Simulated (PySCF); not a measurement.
HMoO3 (SMILES [O]=[Mo](=[O])[OH]), doublet, at a GFN2-xTB geometry (such geometries of metal compounds can be far from the true shape) (the multiplicity is a formal guess) (core potentials on Mo).

Here is a job for PySCF.
```python
from pyscf import gto, scf, dft

mol = gto.Mole()
mol.atom = '''
    Mo    0.02084775   -0.02422155    0.01920001
    O     1.54068626   -0.42440763   -0.43828039
    O    -0.52122195   -0.76003726    1.37716982
    O    -0.94358242    1.09628299   -0.86900499
    H    -1.48266043    1.72260035   -1.36547617
'''
mol.basis = 'def2-svp'
mol.ecp = {'Mo': 'def2-svp'}
mol.spin = 1
mol.verbose = 4
mol.build()

mf = dft.UKS(mol)
mf.xc = 'camb3lyp'
mf.kernel()
```

Predict the HOMO energy from CAMB3LYP/def2-SVP (PySCF).

-8.17 eV

Estimate the total energy that CAMB3LYP/def2-SVP returns for this input.

-294.234882 Ha

Predict the number of basis functions from CAMB3LYP/def2-SVP.

78

These values belong to the state on which the SCF converged, which isn't shown to be the lowest.
